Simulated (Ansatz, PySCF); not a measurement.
Cd(NH2)(SeH) (CdH3NSe), SMILES [Cd]([SeH])[NH2]. Atoms are numbered in the order given.

```xyz
6

Cd    -0.0159     0.6721    -0.0389
N     -0.2491     2.3299    -1.1848
H     -1.2143     2.4794    -1.4843
H      0.3162     2.3136    -2.0356
Se     0.3523    -1.1928     1.5438
H     -0.1147    -2.1754     0.5437
```
Charge 0, spin multiplicity 1.

Coordinates come from a B3LYP-D3(BJ)/def2-SVP optimisation. The structure was generated by enumeration; whether it is a known compound was not checked. The def2 effective core potentials stand for the cores of Cd; spin–orbit coupling is left out. Other conformers were not sampled.

Two levels are set side by side: PBE-D3(BJ)/def2-SVP (Ansatz, a program for electronic structure) and B3LYP-D3(BJ)/def2-SVP (Ansatz). Each level has its own optimised geometry; the coordinates shown are those of the second. Frequencies come from the Hessian of PySCF at each geometry. Differences are taken from unrounded values.

| quantity | B3LYP-D3(BJ) |
|---|---|
| mean bond length (Å) | 1.605 |
| bond Cd1–N2 (Å) | 2.029 |
| bond Cd1–Se5 (Å) | 2.474 |
| bond N2–H3 (Å) | 1.022 |
| bond N2–H4 (Å) | 1.022 |
| bond Se5–H6 (Å) | 1.478 |
| highest harmonic wavenumber (cm⁻¹) | 3577 |
| mean harmonic wavenumber (cm⁻¹) | 1169 |
| zero-point energy (kcal/mol) | 20.05 |

Q: What does PBE-D3(BJ) give, and how far is it from B3LYP-D3(BJ)? (The exact figures need the calculation; the answer reports its results.)

A: 
| quantity | PBE-D3(BJ) | PBE-D3(BJ) minus B3LYP-D3(BJ) |
|---|---|---|
| mean bond length (Å) | 1.610 | 0.005 |
| bond Cd1–N2 (Å) | 2.034 | 0.005 |
| bond Cd1–Se5 (Å) | 2.468 | -0.006 |
| bond N2–H3 (Å) | 1.031 | 0.009 |
| bond N2–H4 (Å) | 1.031 | 0.009 |
| bond Se5–H6 (Å) | 1.487 | 0.009 |
| highest harmonic wavenumber (cm⁻¹) | 3490 | -88 |
| mean harmonic wavenumber (cm⁻¹) | 1146 | -23 |
| zero-point energy (kcal/mol) | 19.65 | -0.39 |

Exact exchange shortens and stiffens bonds; PBE has none. Differences between two approximate levels are no errors against the true value.
